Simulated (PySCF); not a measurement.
Field gradients at the hydrogen positions

Compound: C₄H₄F₃O₃ (charge -1).
Z-matrix (Å and degrees, GFN2-xTB geometry), rows numbered from 1:
```
C 
C   1  1.5150
O   2  1.4724  1  107.21
C   3  1.2829  2  115.91  1   146.15
F   4  1.3462  3  110.78  2   171.86
F   4  1.3853  3  113.63  2   -71.98
F   4  1.3414  3  118.64  2    48.93
C   2  1.6322  1  110.40  3  -121.95
O   8  1.2226  2  115.67  1   116.75
O   8  1.2297  2  111.73  1   -63.09
H   1  1.0913  2  111.97  3   -66.23
H   1  1.0874  2  109.08  3    54.76
H   1  1.0868  2  107.57  3   173.04
H   2  1.0959  1  110.75  3   117.95
```

Level: B3LYP/pcJ-1 (PySCF, non-relativistic); Q(2H) = 0.00286 b; rigid geometry, the same for H and D, with no vibrational averaging.

Problem. What are Vzz, η and χzz (234.96 MHz × Q × Vzz) at all hydrogens?

Solution. 
```tsv
atom	bonded to	bond length (Å)	Vzz (au)	η	χzz (kHz)
H11	C1	1.091	0.3026	0.03	203
H12	C1	1.087	0.3058	0.03	205
H13	C1	1.087	0.3013	0.02	202
H14	C2	1.096	0.2782	0.14	187
```

Geometry: GFN2-xTB, one conformer, isolated ion. The pcJ-1 basis has no diffuse functions, a weakness for an anion. GFN2-xTB bond lengths can be off by several hundredths of an ångström, more for odd bonds, and the gradients follow them. A larger basis could move these couplings by a tenth or more.
